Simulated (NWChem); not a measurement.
System: SnH3OBr; SMILES [OH][SnH2][Br]

NWChem input:

```
start job
memory heap 200 mb stack 900 mb global 1100 mb
geometry units angstroms noautosym nocenter noautoz
  Sn    -0.260590    -0.800807    -0.030193
  O      1.557528    -1.562709    -0.180637
  Br    -0.066929     1.691625    -0.047598
  H     -1.047749    -1.305612    -1.449888
  H     -0.972457    -1.213090     1.467930
  H      2.170166    -1.210039     0.475406
end
basis spherical
  * library def2-svpd
end
ecp
  Sn library def2-ecp
end
dft
  xc xcamb88 1.00 lyp 0.81 vwn_5 0.19 hfexch 1.00
  cam 0.33 cam_alpha 0.19 cam_beta 0.46
  iterations 150
end
property
  response 1 0.0
end
task dft property
```

The geometry was optimised at PBE0/def2-SVP. Not confirmed as a minimum by frequencies. def2 effective core potentials on Sn; no spin-orbit coupling.

Static field.

Task: What results follow from this input? (CAM-B3LYP/def2-SVPD with def2 effective core potentials on Sn.) Quantities: isotropic polarisability (bohr³); anisotropy (bohr³).

Result: 
```yaml
isotropic polarisability (bohr³): 66.4
anisotropy (bohr³): 19.2
```
